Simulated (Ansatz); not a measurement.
Total energies of Br₂HInS₂, SMILES `S[S][In]([Br])[Br]`.

```xyz
6

S     0.495   -1.772    1.397
S     1.410   -0.022    0.818
In   -0.324    1.063   -0.416
Br   -0.004    3.349   -1.245
Br   -2.429   -0.088   -0.897
H     0.852   -2.530    0.344
```

The species carries charge 0 and has multiplicity 1. Correlated methods include outer-core shells of Br, In, which these sets cover unevenly. Scalar relativity is left out up to krypton. In: def2 effective core potential. Geometry: relaxed with PBE0-D4/def2-TZVP. It is one conformer, not always the lowest. Basis def2-TZVPP, Ansatz.

RPA on PBE orbitals: Hartree–Fock energy of these orbitals -6129.78759 Eh, correlation -1.76229 Eh (frozen core).

```tsv
functional	energy without D4 (Eh)	D4 term (kJ/mol)
BLYP	-6135.61127	-51.9
r2SCAN	-6135.60150	-5.9
```

(1) Give the same for LDA (SPW92), PBE, revPBE, B97M-V, PBE0, B3LYP, r2SCANh, r2SCAN0, HSE06 (plane-wave form), BHLYP, CAM-B3LYP, LC-ωPBE, ωB97X-V, ωB97M-V, B2PLYP, PBE-QIDH. (Estimate.)

B3LYP takes the VWN-RPA correlation (the form of Gaussian; ORCA's B3LYP/G). HSE06 is the plane-wave form, built on full-range PBE exchange. The double hybrids freeze the cores in their second-order part.

Results:

(1) Computed: 
```csv
functional,energy without D4 (Eh),D4 term (kJ/mol)
LDA (SPW92),-6125.44663,–
PBE,-6134.50064,-25.6
revPBE,-6135.07106,-52.1
B97M-V,-6134.48410,–
PBE0,-6134.74052,-22.6
B3LYP,-6135.76267,-42.3
r2SCANh,-6135.58218,-6.7
r2SCAN0,-6135.55533,-7.6
HSE06 (plane-wave form),-6134.73420,-21.9
BHLYP,-6135.50840,-43.2
CAM-B3LYP,-6135.85462,-24.4
LC-ωPBE,-6134.69075,–
ωB97X-V,-6134.99443,–
ωB97M-V,-6135.23204,–
B2PLYP,-6134.37684,–
PBE-QIDH,-6133.74625,–
```

LC-ωPBE has ω = 0.4 bohr⁻¹.
